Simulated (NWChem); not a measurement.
# SiH4SeO; SMILES O([SiH3])[SeH]

```xyz
7

Se     0.0576     1.0839     0.0346
H      0.2283     1.2112    -1.4294
O     -0.7673    -0.5298    -0.0047
Si     0.1871    -1.9165     0.0167
H      1.0402    -1.9884    -1.2089
H     -0.7726    -3.0556     0.0418
H      1.0650    -1.9495     1.2243
```
Atoms are numbered in this order, from 1.

Program: NWChem. Pople sets run with spherical d functions. Geometry: optimised at PBE0/def2-SVP. Total energies compare along this basis series because the functional is fixed.

```
level           basis functions  energy (Ha)  highest occupied level (eV)  orbital gap (eV)  dipole (D)  relative time
--------------  ---------------  -----------  ---------------------------  ----------------  ----------  -------------
B3LYP/STO-3G                 36   -2737.5533                        -3.43              6.53        1.34              1
B3LYP/3-21G                  52   -2755.3636                        -6.20              5.04        1.57              1
B3LYP/6-31G*                 72   -2768.3998                        -6.47              4.84        1.28              4
B3LYP/6-311G**              112   -2768.7203                        -6.60              4.80        1.31              6
```

The last column is a rough cost ratio, cheapest run = 1.
